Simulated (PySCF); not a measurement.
**Electron correlation in Tc(2+) (technetium, charge +2)**

[Kr] 4d4 5s1, high-spin 6D determinant (an excited configuration). All numbers are calculated (PySCF 2.14, the spin-free X2C one-electron Hamiltonian (Gaussian nucleus), in ANO-RCC-VTZP (7s6p4d2f1g, 68 functions)). Frozen: [Kr]; 5 electrons correlated.

MP2 pair energies summed by pair of shells (mhartree):

| pair | energy | share (%) |
| --- | --- | --- |
| 4d-4d | -35.82 | 67.8 |
| 4d-5s | -17.03 | 32.2 |

Total MP2 correlation energy: -52.85 mhartree.

Same-spin part -52.85 and opposite-spin part 0.00 mhartree; SCS-MP2 scales them by 1/3 and 6/5 to -17.62 mhartree.
